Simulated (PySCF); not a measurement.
## Nb: excitation energy

Nb [Kr] 4d4 5s1 (6D) → Nb [Kr] 4d3 5s2 (4F), as a difference of total energies. Computed with PySCF 2.14 in def2-QZVPPD with the def2 core potential (28 electrons) (7s5p4d3f2g, 81 functions), with scalar relativity through the core potential. Correlated levels: valence: 4s2 4p6 frozen; valence and next inner shell: nothing frozen outside the core potential. The calculations carry no spin-orbit coupling.

| method | excitation energy (eV) |
| --- | --- |
| UHF | 0.711 |
| LDA | 0.681 |
| PBE | 0.777 |
| PBE0 | 0.759 |
| r2SCAN | 0.921 |
| PBEsol | 0.874 |
| B2PLYP | 0.152 |
| B3LYP | 0.268 |
| SCS-MP2 (valence) | -0.336 |
| MP2 (valence and next inner shell) | 0.445 |
| SCS-MP2 (valence and next inner shell) | -0.123 |

Q: Estimate what MN15 gives.

A: 0.236 eV, closest to B3LYP among the rows shown.

Q: Estimate what MP2 (valence) gives.

A: 0.336 eV, closest to B3LYP among the rows shown.

Errors of the correlated levels include the incompleteness of this basis and the frozen core.

For comparison: 0.184 eV (measured; NIST levels, between the centres of gravity of the two terms).
